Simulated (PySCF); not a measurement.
Species: C5H4O2S.
Z-matrix (Å and degrees, PBE0-D3(BJ)/def2-TZVP geometry), rows numbered from 1:
```
O 
C   1  1.2039
O   2  1.3464  1  122.47
C   2  1.4675  1  124.68  3  -179.99
C   4  1.4205  2  122.43  1    -0.37
C   5  1.3590  4  112.18  2   179.92
S   6  1.7112  5  111.52  4    -0.01
C   4  1.3707  2  125.04  1   179.57
H   3  0.9667  2  106.13  1    -0.06
H   5  1.0809  4  122.97  2    -0.09
H   6  1.0790  5  128.28  4   179.98
H   8  1.0786  4  127.38  2     0.04
```

Computed with PySCF at wB97X-D/pcSseg-2, non-relativistic, on one gas-phase PBE0-D3(BJ)/def2-TZVP geometry that isn't relaxed in the solvent. The solvent is an IEF-PCM continuum (Bondi radii, 1.10 Å for H, scaled by 1.2). Only the electrostatic response of the medium enters.

Gas phase at wB97X-D/pcSseg-2: HOMO -9.18 eV, LUMO 0.37 eV, dipole 1.75 D.

Q: What does the continuum do to the energy, the frontier levels and the dipole at wB97X-D/pcSseg-2 in chloroform?

A: 
| solvent | ε | E(solvent) − E(gas) (kJ/mol) | polarisation term (kJ/mol) | distortion of the solute (kJ/mol) | HOMO (eV) | LUMO (eV) | dipole (D) |
| --- | --- | --- | --- | --- | --- | --- | --- |
| chloroform | 4.711 | -22.11 | -24.13 | 2.02 | -9.08 | 0.40 | 2.22 |

Polarisation term: ½ Σ q·V over the induced surface charges. Distortion: the rise of the solute's own energy as its density leaves the gas-phase optimum.

Q: Which radius a makes the point-dipole formula ΔE = −[(ε − 1)/(2ε + 1)]·μ²/a³ give the value in chloroform, with the gas-phase dipole?

A: μ = 0.688 au and |ΔE| = 0.00842 Eh give a = 1.44 Å; the farthest nucleus lies 3.27 Å from the centroid of the nuclei, so such a sphere wouldn't even hold the nuclei. The formula assumes a rigid point dipole at the centre of a sphere.

Note: wB97X-D ran without an empirical dispersion term, which enters the total energy and its gradient alone.
